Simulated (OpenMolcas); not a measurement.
How basis sets differ on GeSiH4O2 (SMILES [OH][Ge][O][SiH3])

GeSiH4O2: 8 atoms, total charge 0, spin state singlet. SMILES: `[OH][Ge][O][SiH3]`. The shape is that of a PBE0-D4/def2-TZVP optimisation. This is one conformer, not always the lowest.

```xyz
8

O     1.4101    2.5053    0.1495
Ge    1.6239    0.9026   -0.5814
O     0.0843    0.2002    0.0310
Si   -0.7151   -1.2291   -0.0566
H     0.5872    2.5773    0.6466
H    -2.0460   -1.0180   -0.6825
H     0.0486   -2.2147   -0.8727
H    -0.9008   -1.7808    1.3103
```

Quantity: the dipole moment, in D. The values are calculated.

| level | kind | program | value (D) | CPU time |
| --- | --- | --- | --- | --- |
| HF/ANO-RCC-MB (DKH2) | Hartree–Fock | OpenMolcas | 1.37 | 4 s |
| HF/STO-3G | Hartree–Fock | OpenMolcas | 1.19 | 1.7 s |
| HF/3-21G | Hartree–Fock | OpenMolcas | 1.31 | 2.4 s |
| HF/ANO-RCC-VDZP (DKH2, RICD fitting) | Hartree–Fock | OpenMolcas | 1.39 | 12 s |
| HF/def2-SVP | Hartree–Fock | OpenMolcas | 0.94 | 10 s |

All-electron rows without a relativistic Hamiltonian named are non-relativistic. The values span 0.94 to 1.39 D. Magnitudes only. Sets without polarisation functions give poor dipoles. CPU times are rough (shared hosts, several kinds of processor and program).
